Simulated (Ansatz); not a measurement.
CH$_{5}$Al$_{2}$F, SMILES `[CH3][AlH][AlH][F]`, 9 atoms. The species carries charge 0 and has multiplicity 1. All runs use 2 threads of an Arm Neoverse V1 on a shared host. Correlated methods freeze the cores.

How many basis functions does each run have, and how long does it take in Ansatz? RKS PBE0-D4/def2-TZVP relaxation (87 steps); RKS PBE-QIDH (frozen core)/def2-TZVPP energy; direct RPA on PBE orbitals/def2-TZVPP energy; RKS ωB97M-V/def2-QZVPP energy; RKS ωB97M-V/def2-SVP energy; RKS ωB97M-V/def2-TZVPP energy and forces; RKS PBE0-D4/def2-TZVP frequencies; RHF-MP2/def2-QZVPP energy; RKS revPBE-D4/def2-TZVPP energy; RKS PBE0-D4/def2-QZVPP energy; RHF-CCSD(T)/def2-TZVPP energy; RKS PBE0-D4/def2-SVP energy. (Best estimate.)

Computed: Other jobs shared the machine, so times are rough.

```csv
level,job,functions,wall time,peak host memory (GiB)
RKS PBE0-D4/def2-SVP,energy,89,1.4 s,0.15
RKS revPBE-D4/def2-TZVPP,energy,216,2.6 s,0.24
RKS PBE-QIDH (frozen core)/def2-TZVPP,energy,216,6.5 s,0.45
direct RPA on PBE orbitals/def2-TZVPP,energy,216,7 s,0.43
RKS ωB97M-V/def2-SVP,energy,89,8 s,0.25
RKS PBE0-D4/def2-QZVPP,energy,404,11 s,1
RKS ωB97M-V/def2-TZVPP,energy and forces,216,15 s,0.63
RHF-MP2/def2-QZVPP,energy,404,22 s,1.7
RKS ωB97M-V/def2-QZVPP,energy,404,26 s,1.3
RHF-CCSD(T)/def2-TZVPP,energy,216,77 s,3
RKS PBE0-D4/def2-TZVP,frequencies,166,2.3 min,0.35
RKS PBE0-D4/def2-TZVP,relaxation (87 steps),166,5.3 min,0.42
```
